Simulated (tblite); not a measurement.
Compound: C₃H₉NO₂Si.
SMILES with atom numbers: `[CH3:1][NH:2][C:3](=[O:4])[CH2:5][SiH2:6][OH:7]` (hydrogens: H8, H9, H10 on C1; H11 on N2; H12, H13 on C5; H14, H15 on Si6; H16 on O7)

Computed with GFN2-xTB (tblite), gas phase: L-BFGS steps from a force-field or distance-geometry start until the largest atomic force falls under 0.01 eV/Å.

Step 69: E = -649.2367 eV
```
atom  x, y, z in Å  |  force x, y, z in eV/Å
C1     -2.6257    0.6453    0.4816   -0.034   0.000  -0.017
N2     -1.5253   -0.2542    0.2261    0.046   0.023  -0.046
C3     -0.2681    0.1920   -0.0029   -0.047  -0.041  -0.029
O4      0.0171    1.3777    0.0547    0.014   0.016   0.019
C5      0.7518   -0.8670   -0.2936   -0.017  -0.019   0.003
Si6     2.3282   -0.4827    0.7261    0.046   0.029  -0.036
O7      2.8581    1.0100    0.4077   -0.149   0.062   0.015
H8     -3.0384    1.0569   -0.4441    0.051   0.018  -0.038
H9     -2.2596    1.4694    1.0943   -0.029  -0.025  -0.034
H10    -3.4157    0.1080    0.9991   -0.007   0.013   0.121
H11    -1.7446   -1.2208    0.0473    0.015   0.016   0.011
H12     0.3680   -1.8620   -0.0798   -0.058   0.008  -0.019
H13     0.9739   -0.8233   -1.3606    0.077   0.023   0.038
H14     3.4103   -1.3581    0.2942    0.011   0.005  -0.004
H15     1.9620   -0.6786    2.1342    0.035   0.045  -0.027
H16     2.2006    1.6962    0.2391    0.046  -0.172   0.044
```

Step 70: E = -649.2406 eV
```
atom  x, y, z in Å  |  force x, y, z in eV/Å
C1     -2.6161    0.6499    0.4822   -0.036   0.045  -0.017
N2     -1.5154   -0.2521    0.2350    0.056   0.074  -0.023
C3     -0.2610    0.1924   -0.0197   -0.096   0.069  -0.028
O4      0.0189    1.3826    0.0037   -0.007  -0.125   0.022
C5      0.7553   -0.8732   -0.2957   -0.002   0.052  -0.002
Si6     2.3277   -0.4873    0.7338    0.056   0.028  -0.114
O7      2.8183    1.0239    0.4386   -0.096  -0.008   0.050
H8     -3.0185    1.0647   -0.4470    0.041  -0.007  -0.030
H9     -2.2564    1.4747    1.0963    0.016   0.008  -0.023
H10    -3.4143    0.1254    1.0008    0.018  -0.038   0.075
H11    -1.7327   -1.2222    0.0794    0.002  -0.017   0.010
H12     0.3617   -1.8615   -0.0728   -0.040  -0.015  -0.052
H13     0.9867   -0.8330   -1.3623    0.063  -0.011   0.095
H14     3.4213   -1.3365    0.2720   -0.012   0.028   0.021
H15     1.9685   -0.7287    2.1366    0.040   0.066  -0.026
H16     2.1481    1.6898    0.2427   -0.002  -0.151   0.042
```

Step 71: E = -649.2439 eV
```
atom  x, y, z in Å  |  force x, y, z in eV/Å
C1     -2.6087    0.6530    0.4836   -0.037   0.095   0.005
N2     -1.5092   -0.2504    0.2383    0.043  -0.005  -0.019
C3     -0.2570    0.1907   -0.0342   -0.134   0.041  -0.008
O4      0.0209    1.3811   -0.0292    0.007  -0.063   0.016
C5      0.7572   -0.8783   -0.3002    0.005   0.071  -0.002
Si6     2.3253   -0.4886    0.7374    0.040   0.009  -0.159
O7      2.7895    1.0334    0.4612    0.000  -0.068   0.073
H8     -3.0030    1.0714   -0.4478    0.013  -0.027  -0.007
H9     -2.2481    1.4767    1.0983    0.036   0.034  -0.022
H10    -3.4108    0.1386    1.0081    0.048  -0.061   0.013
H11    -1.7259   -1.2240    0.0992    0.003   0.015   0.015
H12     0.3561   -1.8624   -0.0735   -0.019  -0.033  -0.064
H13     0.9966   -0.8418   -1.3656    0.055  -0.023   0.114
H14     3.4273   -1.3200    0.2643   -0.005   0.024   0.019
H15     1.9713   -0.7532    2.1350    0.026   0.063   0.011
H16     2.1108    1.6826    0.2486   -0.081  -0.072   0.017
```

**Question.** Estimate the geometry and energy of step 72. (The exact step hangs on the optimiser's Hessian estimate; all steps are aligned on step 71, rigid shifts and turns removed.)

**Answer.** E = -649.2449 eV, largest force 0.460 eV/Å
```
atom  x, y, z in Å  |  force x, y, z in eV/Å
C1     -2.5789    0.6726    0.4918   -0.006   0.085   0.024
N2     -1.4876   -0.2473    0.2634    0.176   0.067  -0.083
C3     -0.2473    0.1850   -0.0869   -0.172   0.223   0.037
O4      0.0236    1.3809   -0.1613   -0.111  -0.443   0.052
C5      0.7640   -0.8946   -0.3166   -0.009   0.137  -0.014
Si6     2.3173   -0.4935    0.7447    0.110   0.197  -0.102
O7      2.6917    1.0736    0.5501   -0.280  -0.208   0.037
H8     -2.9457    1.0986   -0.4482   -0.031  -0.071   0.042
H9     -2.2168    1.4923    1.1097    0.067   0.077  -0.008
H10    -3.3928    0.1759    1.0172    0.061  -0.066  -0.083
H11    -1.7059   -1.2284    0.1784    0.020   0.102   0.023
H12     0.3515   -1.8700   -0.0743   -0.004  -0.039  -0.072
H13     1.0244   -0.8816   -1.3778    0.049  -0.014   0.141
H14     3.4540   -1.2596    0.2345   -0.054   0.058   0.037
H15     1.9717   -0.8563    2.1306    0.056   0.123  -0.111
H16     1.9692    1.6612    0.2684    0.128  -0.230   0.082
```

The energy changes by -0.0010 eV. The first-order estimate −F·Δx gives -0.0095 eV and the mean of the old and new forces, exact on a quadratic surface, +0.0021 eV. The step makes an angle of 85° with the force vector and moves no atom by more than 0.145 Å.

What follows is the cost of the whole relaxation. Hardware: one thread of an Arm Neoverse V1, shared host with 32 logical CPUs at a one-minute load of 23. Cost: 1.0 s.
